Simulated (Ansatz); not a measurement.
Cost and result up the ladder for Si₁₆BH₂₄, a doped nanocrystal cut from the lattice of silicon (B on an inner site) (41 atoms). The state is a doublet with charge 0. Geometry: PBE-D4/def2-SVP.

Cartesian coordinates in Å:
```
Si -3.888 -0.227 -1.476
Si -1.928 1.882 1.563
Si 2.311 -2.867 0.899
Si 1.193 0.302 2.563
B -0.671 -1.167 -0.144
Si -0.739 1.858 -2.119
Si 2.498 0.357 -1.020
Si 1.298 3.610 0.586
Si -2.432 -1.994 -0.817
Si 0.079 -3.071 0.077
Si -0.908 -0.250 1.617
Si -2.865 1.293 -2.949
Si -0.888 3.124 -0.145
Si 2.321 -1.724 2.951
Si 3.614 -1.680 -0.657
Si 2.405 1.570 0.993
Si 0.282 -0.213 -1.615
H -5.055 -0.916 -2.145
H -4.397 0.474 -0.245
H -1.676 2.576 2.880
H -3.419 1.815 1.357
H 2.788 -4.296 1.045
H 1.022 1.092 3.839
H 0.059 2.613 -3.156
H 3.152 1.180 -2.104
H 1.246 4.435 1.849
H 2.043 4.395 -0.465
H -3.160 -2.803 0.230
H -2.266 -2.878 -2.029
H -0.692 -3.924 1.058
H 0.169 -3.849 -1.214
H -1.637 -1.100 2.637
H -3.754 2.502 -3.111
H -2.720 0.622 -4.291
H -1.646 4.404 -0.416
H 1.623 -2.541 4.008
H 3.750 -1.493 3.379
H 4.990 -1.457 -0.079
H 3.747 -2.464 -1.938
H 3.805 1.822 1.504
H 0.349 -1.010 -2.901
```

Ansatz on 2 threads of AMD EPYC 7R13 on a shared host and a share (18 GiB) of an NVIDIA H100 80GB HBM3. Times are rough, and most runs start from the orbitals of an earlier one. PBE0-D4/def2-TZVP serves as the yardstick here, not as an exact answer. Differences are given only for rows in sets of like size (and for xTB, whose basis is part of the method), since another set adds its own error. Binding counts from free atoms at the same level (Si triplet, B doublet, H doublet; other spins of the atoms weren't run), without zero-point energy or a counterpoise term.

B3LYP takes the VWN-RPA correlation. Correlated methods freeze 81 core orbitals. The rows differ in basis, and correlated rows in double-zeta sets carry the largest basis error. Single mean-field runs in def2-SVP, def2-TZVP are fitted with def2-universal-jkfit.

Correlated methods converge slowly with the basis, most of all in double-zeta sets.

```json
{"level": "PBE0-D4/def2-SVP", "functions": "422", "wall time": "7.5 s"}
{"level": "PBE-D4/def2-SVP", "functions": "422", "wall time": "8 s"}
{"level": "HF/6-31G", "functions": "265", "wall time": "8 s"}
{"level": "B3LYP-D4/6-31G", "functions": "265", "wall time": "10 s"}
{"level": "B3LYP-D4/def2-TZVP", "functions": "767", "wall time": "13 s"}
{"level": "MP2/def2-SVP", "functions": "422", "wall time": "14 s"}
{"level": "PBE0-D4/def2-TZVP", "functions": "767", "wall time": "18 s"}
{"level": "BHLYP-D4/def2-TZVP", "functions": "767", "wall time": "18 s"}
{"level": "r2SCAN-D4/def2-TZVP (with forces)", "functions": "767", "wall time": "20 s"}
{"level": "PBE-D4/def2-TZVP (with forces)", "functions": "767", "wall time": "22 s"}
{"level": "B97M-V/def2-TZVP", "functions": "767", "wall time": "36 s"}
```

Estimate what each level gives for the binding energy per atom (eV).


```
                            level  binding energy per atom (eV)  difference from PBE0-D4/def2-TZVP (eV)
                 PBE0-D4/def2-SVP                          3.26                                       –
                  PBE-D4/def2-SVP                          3.27                                       –
                         HF/6-31G                          2.01                                       –
                   B3LYP-D4/6-31G                          2.98                                       –
               B3LYP-D4/def2-TZVP                          3.24                                   -0.02
                     MP2/def2-SVP                          3.01                                       –
                PBE0-D4/def2-TZVP                          3.26                                    0.00
               BHLYP-D4/def2-TZVP                          3.22                                   -0.05
r2SCAN-D4/def2-TZVP (with forces)                          3.28                                    0.02
   PBE-D4/def2-TZVP (with forces)                          3.27                                    0.00
                 B97M-V/def2-TZVP                          3.30                                    0.03
```
